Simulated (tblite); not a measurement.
Record of a relaxation.

Species: C4H6F3O (doublet state).
Atom-mapped SMILES: `[CH3:1][C:2]([F:3])[O:4][CH2:5][CH:6]([F:7])[F:8]` (hydrogens: H9, H10, H11 on C1; H12, H13 on C5; H14 on C6)

Computed with GFN2-xTB (tblite), gas phase: L-BFGS steps from a force-field or distance-geometry start until the largest atomic force falls under 0.01 eV/Å. 6 of its 72 geometries are shown.

Step 0: E = -810.7373 eV, largest atomic force 3.691 eV/Å
```
atom  x, y, z in Å  |  force x, y, z in eV/Å
C1      2.120    0.159    0.796   -0.192  -0.397   1.303
C2      0.832   -0.370    0.158    2.422   2.441  -1.340
F3      1.118   -1.125   -0.965   -0.303  -0.205   0.648
O4      0.143    0.776   -0.254    0.514  -0.840   0.399
C5     -1.040    0.466   -0.897   -0.712   1.117  -0.029
C6     -1.852   -0.314    0.129   -0.209  -0.798  -0.810
F7     -1.129   -1.450    0.485   -1.654   0.512  -0.227
F8     -3.018   -0.678   -0.500    0.537  -0.139   1.047
H9      2.401   -0.519    1.645    0.005   0.647  -0.789
H10     2.935    0.236    0.072   -0.171  -0.340   0.050
H11     1.959    1.188    1.195   -0.144  -0.914  -0.229
H12    -1.542    1.444   -1.097    0.175  -0.658  -0.012
H13    -0.920   -0.087   -1.837    0.065  -0.101   0.175
H14    -2.007    0.274    1.049   -0.333  -0.324  -0.186
```

Step 14: E = -811.3877 eV, largest atomic force 0.113 eV/Å
```
atom  x, y, z in Å  |  force x, y, z in eV/Å
C1      2.226    0.191    0.803    0.013  -0.001   0.012
C2      1.012   -0.173    0.033    0.007   0.026   0.049
F3      1.143   -1.140   -0.919    0.052   0.098  -0.019
O4      0.149    0.835   -0.301    0.028  -0.015  -0.034
C5     -1.073    0.456   -0.886   -0.035   0.001   0.039
C6     -1.935   -0.331    0.111   -0.029  -0.064   0.032
F7     -1.345   -1.498    0.446   -0.040  -0.080  -0.004
F8     -3.127   -0.649   -0.442   -0.009   0.049  -0.071
H9      2.413   -0.553    1.579    0.001   0.030   0.004
H10     3.122    0.239    0.179   -0.041  -0.029  -0.095
H11     2.064    1.162    1.260   -0.028  -0.039   0.036
H12    -1.595    1.381   -1.134    0.015   0.015  -0.045
H13    -0.923   -0.141   -1.796    0.016  -0.055   0.091
H14    -2.130    0.220    1.044    0.050   0.062   0.006
```

Step 28: E = -811.4148 eV, largest atomic force 0.110 eV/Å
```
atom  x, y, z in Å  |  force x, y, z in eV/Å
C1      2.247    0.204    0.812   -0.036  -0.005  -0.058
C2      1.033   -0.151    0.041   -0.076  -0.043  -0.004
F3      1.229   -1.027   -0.990    0.020  -0.022  -0.011
O4      0.128    0.831   -0.252   -0.010   0.021   0.087
C5     -1.067    0.408   -0.866    0.049   0.033  -0.011
C6     -1.982   -0.330    0.122    0.006   0.009  -0.030
F7     -1.490   -1.553    0.418   -0.071   0.010  -0.030
F8     -3.195   -0.518   -0.449    0.012  -0.042   0.022
H9      2.460   -0.563    1.559   -0.002   0.051  -0.015
H10     3.106    0.263    0.141    0.104   0.033   0.017
H11     2.098    1.161    1.301   -0.026  -0.021   0.020
H12    -1.582    1.309   -1.208    0.036  -0.014   0.024
H13    -0.858   -0.247   -1.720   -0.058  -0.038   0.011
H14    -2.129    0.211    1.069    0.053   0.027  -0.020
```

Step 43: E = -811.4256 eV, largest atomic force 0.041 eV/Å
```
atom  x, y, z in Å  |  force x, y, z in eV/Å
C1      2.270    0.222    0.804    0.020   0.028   0.012
C2      1.074   -0.186    0.026    0.020   0.000   0.010
F3      1.316   -0.971   -1.065    0.006  -0.030  -0.004
O4      0.120    0.767   -0.193   -0.025  -0.024  -0.012
C5     -1.054    0.352   -0.849   -0.024  -0.003  -0.010
C6     -2.033   -0.321    0.122    0.022   0.033   0.009
F7     -1.670   -1.597    0.379   -0.002  -0.014  -0.015
F8     -3.266   -0.373   -0.431    0.009  -0.008  -0.005
H9      2.532   -0.542    1.537    0.012  -0.019  -0.021
H10     3.133    0.368    0.149   -0.013  -0.012   0.005
H11     2.048    1.148    1.325   -0.017   0.013   0.017
H12    -1.525    1.258   -1.235   -0.030   0.019  -0.017
H13    -0.841   -0.336   -1.675    0.015   0.007   0.015
H14    -2.104    0.210    1.083    0.007   0.010   0.013
```

Step 57: E = -811.4295 eV, largest atomic force 0.089 eV/Å
```
atom  x, y, z in Å  |  force x, y, z in eV/Å
C1      2.257    0.227    0.813   -0.036   0.019  -0.015
C2      1.054   -0.189    0.049    0.030  -0.011  -0.036
F3      1.289   -1.052   -0.984   -0.039  -0.001   0.004
O4      0.132    0.776   -0.246    0.028  -0.008   0.009
C5     -1.054    0.359   -0.878    0.000  -0.002   0.023
C6     -2.008   -0.310    0.118   -0.025  -0.036   0.023
F7     -1.641   -1.590    0.350   -0.038   0.012   0.033
F8     -3.261   -0.355   -0.391    0.042   0.001  -0.015
H9      2.573   -0.577    1.481    0.003   0.066  -0.059
H10     3.093    0.459    0.142   -0.055  -0.022   0.064
H11     2.005    1.108    1.395    0.031  -0.030   0.014
H12    -1.538    1.263   -1.254    0.018   0.011  -0.046
H13    -0.856   -0.338   -1.701    0.016   0.025  -0.010
H14    -2.047    0.218    1.083    0.024  -0.024   0.013
```

Step 71: E = -811.4361 eV, largest atomic force 0.009 eV/Å
```
atom  x, y, z in Å  |  force x, y, z in eV/Å
C1      2.246    0.255    0.822    0.001   0.002  -0.001
C2      1.050   -0.196    0.071    0.006  -0.002   0.003
F3      1.282   -1.131   -0.898   -0.007   0.002  -0.002
O4      0.147    0.760   -0.298    0.005  -0.002   0.003
C5     -1.039    0.315   -0.911    0.002   0.000   0.004
C6     -2.003   -0.292    0.118   -0.003   0.005   0.001
F7     -1.778   -1.613    0.288    0.003   0.004   0.001
F8     -3.280   -0.175   -0.314   -0.001  -0.004  -0.008
H9      2.707   -0.597    1.316    0.005  -0.002  -0.002
H10     2.994    0.710    0.162    0.002   0.001  -0.006
H11     1.941    0.989    1.561   -0.004  -0.001   0.005
H12    -1.508    1.200   -1.344   -0.002  -0.004   0.000
H13    -0.838   -0.424   -1.696    0.000   0.000   0.002
H14    -1.921    0.198    1.101   -0.007   0.002   0.001
```

**Question.** Summarise the path.

**Answer.** The energy falls by 67.43 kJ/mol from step 0 to step 71; nine tenths of that is first reached at step 11. It falls at every step. The largest force goes from 3.691 to 0.009 eV/Å. Among the bonds C1–C2 changes most, from 1.531 to 1.482 Å; the atoms move by 0.371 Å rms after alignment.

**Question.** Follow the three bonds and two angles with the largest change from start to end.

**Answer.** 
| step | E above end (kJ/mol) | largest force (eV/Å) | C1–C2 (Å) | C6–F7 (Å) | C1–H9 (Å) | C1–C2–O4 (°) | O4–C5–C6 (°) |
| --- | --- | --- | --- | --- | --- | --- | --- |
| 0 | 67.43 | 3.691 | 1.531 | 1.392 | 1.122 | 104.7 | 104.9 |
| 3 | 21.72 | 0.639 | 1.469 | 1.346 | 1.077 | 111.5 | 105.5 |
| 6 | 12.10 | 0.407 | 1.479 | 1.352 | 1.095 | 113.6 | 108.9 |
| 9 | 7.87 | 0.223 | 1.481 | 1.352 | 1.089 | 115.4 | 110.5 |
| 12 | 5.34 | 0.206 | 1.479 | 1.349 | 1.087 | 117.2 | 110.7 |
| 15 | 4.48 | 0.129 | 1.483 | 1.350 | 1.092 | 117.6 | 111.0 |
| 19 | 3.60 | 0.098 | 1.481 | 1.351 | 1.091 | 118.7 | 111.9 |
| 22 | 3.06 | 0.112 | 1.481 | 1.350 | 1.090 | 118.7 | 112.3 |
| 25 | 2.56 | 0.126 | 1.483 | 1.351 | 1.091 | 118.3 | 112.0 |
| 28 | 2.06 | 0.110 | 1.482 | 1.351 | 1.091 | 118.8 | 111.7 |
| 31 | 1.65 | 0.074 | 1.483 | 1.351 | 1.091 | 118.6 | 111.1 |
| 34 | 1.49 | 0.064 | 1.483 | 1.351 | 1.090 | 118.0 | 110.7 |
| 37 | 1.37 | 0.060 | 1.483 | 1.352 | 1.091 | 118.1 | 110.8 |
| 40 | 1.22 | 0.057 | 1.484 | 1.350 | 1.091 | 118.0 | 111.2 |
| 43 | 1.02 | 0.041 | 1.484 | 1.351 | 1.090 | 117.1 | 111.5 |
| 46 | 0.98 | 0.019 | 1.484 | 1.351 | 1.090 | 117.1 | 111.4 |
| 49 | 0.96 | 0.021 | 1.484 | 1.351 | 1.090 | 117.0 | 111.4 |
| 52 | 0.92 | 0.040 | 1.483 | 1.350 | 1.089 | 116.8 | 111.5 |
| 56 | 0.73 | 0.068 | 1.484 | 1.351 | 1.091 | 117.2 | 111.3 |
| 59 | 0.44 | 0.119 | 1.485 | 1.351 | 1.092 | 117.4 | 111.0 |
| 62 | 0.16 | 0.100 | 1.482 | 1.350 | 1.087 | 116.9 | 111.3 |
| 65 | 0.06 | 0.027 | 1.484 | 1.351 | 1.089 | 117.3 | 111.2 |
| 68 | 0.01 | 0.020 | 1.482 | 1.351 | 1.088 | 117.3 | 111.2 |
| 71 | 0.00 | 0.009 | 1.482 | 1.351 | 1.088 | 117.2 | 111.3 |

What follows is the cost of the whole relaxation. On one thread, Arm Neoverse V2 (aarch64), shared host, this took 0.29 s of wall time.
